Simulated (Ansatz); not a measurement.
One change: `C=C(S)[SiH2]Cl` becomes `C=C(S)[CH2][GaH2]`.

Ansatz, PBE0-D4/def2-TZVP geometries, multiplicity 1. Each molecule was computed in one conformer, which needn't be the lowest.

Scalar relativity is left out up to krypton.

| property | `C=C(S)[SiH2]Cl` |
| --- | --- |
| size of the dipole moment (ωB97M-V/def2-TZVPP) / D | 2.23 |
| size of the dipole moment (PBE/def2-TZVPP) / D | 2.11 |
| HOMO energy (PBE0/def2-TZVPP) / eV | -6.86 |
| LUMO energy (PBE/def2-TZVPP) / eV | -1.84 |
| HOMO–LUMO gap (B3LYP/def2-TZVPP) / eV | 5.54 |
| HOMO energy (ωB97M-V/def2-TZVPP) / eV | -8.98 |

Q: What does the change do to each property? (An estimate is asked.)

A: The calculation gave: 
```
                                          property  `C=C(S)[CH2][GaH2]`  shift
size of the dipole moment (ωB97M-V/def2-TZVPP) / D                 1.53  -0.70
    size of the dipole moment (PBE/def2-TZVPP) / D                 1.57  -0.54
                HOMO energy (PBE0/def2-TZVPP) / eV                -6.86   0.00
                 LUMO energy (PBE/def2-TZVPP) / eV                -1.54   0.30
             HOMO–LUMO gap (B3LYP/def2-TZVPP) / eV                 5.82   0.28
             HOMO energy (ωB97M-V/def2-TZVPP) / eV                -8.97   0.01
```

Dipoles are sizes alone; their direction can turn.

B3LYP here is the variant with VWN-RPA as its local correlation; programs differ in this.
